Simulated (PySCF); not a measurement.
Two-dimensional NMR puzzle

Compound of formula C$_{6}$H$_{7}$N. Correlations simulated from computed shifts and couplings:

HSQC (one-bond C–H):
| δH | δC | $^{1}J$(C,H) (Hz) |
| --- | --- | --- |
| 2.21 | 27.1 | 147 |
| 2.11 | 22.7 | 145 |
| 2.02 | 26.3 | 189 |
| 1.63 | 27.1 | 146 |
| 1.23 | 22.7 | 144 |
| 1.20 | 25.4 | 167 |
| 0.95 | 25.4 | 176 |

COSY cross peaks (|J| ≥ 2 Hz):
| δH | δH | abs. J (Hz) | bonds |
| --- | --- | --- | --- |
| 2.21 | 2.11 | 12.6 | 3 |
| 2.21 | 1.63 | 12.4 | 2 |
| 2.21 | 1.23 | 4.5 | 3 |
| 2.11 | 2.02 | 5.5 | 3 |
| 2.11 | 1.63 | 4.9 | 3 |
| 2.11 | 1.23 | 12.7 | 2 |
| 2.02 | 1.20 | 7.1 | 3 |
| 2.02 | 0.95 | 2.5 | 3 |
| 1.63 | 1.23 | 7.0 | 3 |
| 1.20 | 0.95 | 5.3 | 2 |

HMBC (two and three bonds, |J| ≥ 2.5 Hz):
| δH | δC [abs. J in Hz] |
| --- | --- |
| 2.21 | 125.7 [3.6], 25.4 [6.0], 22.7 [3.8], 8.1 [5.6] |
| 2.11 | 27.1 [3.7], 26.3 [5.0], 25.4 [7.6] |
| 2.02 | 125.7 [3.7], 27.1 [4.5], 22.7 [2.8], 8.1 [3.0] |
| 1.63 | 26.3 [4.6], 25.4 [3.6], 8.1 [3.2] |
| 1.23 | 27.1 [2.5], 26.3 [2.5], 25.4 [4.3], 8.1 [6.7] |
| 1.20 | 125.7 [4.5], 27.1 [4.7], 22.7 [6.3] |
| 0.95 | 27.1 [5.6], 22.7 [6.7] |

Carbons without hydrogens: δ 125.7, 8.1.

- geometry: PBE0-D3(BJ)/def2-SVP
- GIAO PBE0/pcSseg-1 shieldings
- J couplings at B3LYP/pcJ-1 (spin–dipole term only in couplings to heteroatoms)
- program: PySCF 2.14
- one conformer, non-relativistic, no solvent

Shifts are taken against calculated references (same method and geometry level): $^{1}$H, $^{13}$C against TMS.

Exchangeable hydrogens are left out of these lists, and C,H couplings along chains are those of one rotamer, so weak HMBC peaks may be missing or extra.

Which molecule is this?

Results:

SMILES C1[C@]2(C#N)CC[C@@H]21.

Atoms are numbered as in `[N:1]#[C:2][C@@:3]12[CH2:4][CH2:5][C@@H:6]1[CH2:7]2`; H(Xn) means a hydrogen on atom n. Ha(C7) is cis to C5 on the ring; Ha(C4), Ha(C5) are cis to C7 on the ring; Hb(C7) is trans to C5 on the ring; Hb(C4), Hb(C5) are trans to C7 on the ring.

- δC 125.7 is C2, a nitrile carbon.
- δC 27.1 is C4, an sp3 CH2 in a ring (δH 1.63, 2.21).
- δC 26.3 is C6, a three-membered-ring carbon (δH 2.02).
- δC 25.4 is C7, a three-membered-ring carbon (δH 0.95, 1.20).
- δC 22.7 is C5, an sp3 CH2 in a ring (δH 2.11, 1.23).
- δC 8.1 is C3, a three-membered-ring carbon.
- HMBC from δH 2.21 reaches the proton-free carbons C2, C3.
- HMBC from δH 2.02 reaches the proton-free carbons C2, C3.
- HMBC from δH 1.63 reaches the proton-free carbon C3.
- HMBC from δH 1.23 reaches the proton-free carbon C3.
- COSY links 2.21–2.11, 2.21–1.63, 2.21–1.23, 2.11–2.02, 2.11–1.63, 2.11–1.23.

This is the structure that produced the data.

Unscaled 3J(H,H) at this level run about 10 % above measured values. Shifts are as computed. Against solution values, carbons near 30 ppm lie about +2 ppm off and those near 130 ppm about +5 ppm. Of 1211 compounds with measured shifts, 218 miss one by over three times the rms of a fit or turn the order of signals round; such compounds aren't used in these exercises.
